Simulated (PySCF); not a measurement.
ReO₃, SMILES [O]=[Re+](=[O])=[O], charge +1, multiplicity 1. Geometry: PBE-D3(BJ)/def2-TZVP. The spin state was assumed, not searched. The isomer is the one that the SMILES or the coordinates give; other isomers of the formula were not compared. The def2 effective core potentials stand for the cores of Re; spin–orbit coupling is left out.

Level of theory: PBE-D3(BJ)/def2-TZVP (PySCF).

Harmonic wavenumbers (cm⁻¹): 345, 370, 370, 986, 986, 1040. Rotational constants (GHz): 6.685, 6.685, 4.368; symmetry number 3.

Q: Work out the zero-point energy and the ideal-gas rigid-rotor harmonic-oscillator thermochemistry at 298.15 K and 1 atm.

A: ZPE = ½ Σ hcν = ½ × 4097 cm⁻¹ = 24.50 kJ/mol. H − E(el) = 37.45 kJ/mol. Entropy in J/(mol K): translation 176.79, rotation 95.10, vibration 15.17, total 287.07. G − E(el) = -48.14 kJ/mol. Cp = 57.42 J/(mol K).
